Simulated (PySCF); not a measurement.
## O⁺: excitation energy

O⁺ [He] 2s2 2p3 (4S) → O⁺ [He] 2s2 2p2 3s1, s spin flipped, as a difference of total energies. Computed with PySCF 2.14 in dyall-acv3z (15s9p4d2f, 76 functions), with the non-relativistic Hamiltonian (point nucleus). Correlated levels: valence: 1s2 frozen; virtual orbitals above 40 to 60 times the deepest correlated orbital energy dropped. The calculations carry no spin-orbit coupling.

```
           method  excitation energy (cm⁻¹)
              UHF                    186900
    MP2 (valence)                    189880
SCS-MP2 (valence)                    187910
```

The upper determinant mixes two multiplicities, so it lies between the two terms.

The promoted electron is Rydberg-like, and one or two diffuse shells describe it only roughly, which tends to raise the upper state.

The coupled-cluster amplitudes are large for the upper state (T1 above 0.03 or a double amplitude above 0.15), so a single reference is strained.
